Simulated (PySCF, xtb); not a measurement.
PbCl₃, SMILES [Cl][Pb-]([Cl])[Cl], charge -1.

Harmonic wavenumbers (cm⁻¹) from GFN2-xTB in xtb at its own minimum, in rising order: 65, 65, 74, 216, 216, 240.

**Question.** What does B3LYP-D3(BJ)/def2-SVPD (PySCF 2.14.0) give at its own minimum? (The exact figures need the calculation; the answer reports its results.)

**Answer.** 72, 72, 78, 232, 232, 257. Paired by order, the mean absolute difference is 11 cm⁻¹ and the zero-point energies are 1.3 and 1.3 kcal/mol.
